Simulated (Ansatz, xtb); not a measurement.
Bonds broken one at a time in the series allenyl-X. All species are isolated molecules in the gas phase. One relaxed conformer stands for each flexible species; it need not be the lowest. Strings in code marks are SMILES.

Quantity: homolytic bond dissociation enthalpy at 298 K (no spin–orbit term), in kcal/mol. The restricted reference of `C=C=CI` is unstable towards unrestricted orbitals. Thermal and zero-point terms are GFN2-xTB rigid-rotor harmonic values (xtb).

Case: C–I bond of `C=C=CI`, giving `[CH]=C=C` and `[I]`. Geometry of `IC=C=C` (neutral, multiplicity 1, Å):

```xyz
7

C     -1.3848    -0.1209    -0.0351
C     -0.0853    -0.1283     0.0380
C      1.2042    -0.1259     0.1074
I      2.3539     1.5788    -0.3978
H     -1.8995    -0.4113    -0.9442
H     -1.9948     0.1735     0.8117
H      1.8061    -0.9660     0.4199
```

### Question
What homolytic bond dissociation enthalpy at 298 K (no spin–orbit term) does frozen-core CCSD(T)/def2-TZVPP // B3LYP-D3(BJ)/def2-TZVP (Ansatz, a quantum-chemistry and plane-wave program) give?

### Answer
50.4 kcal/mol.
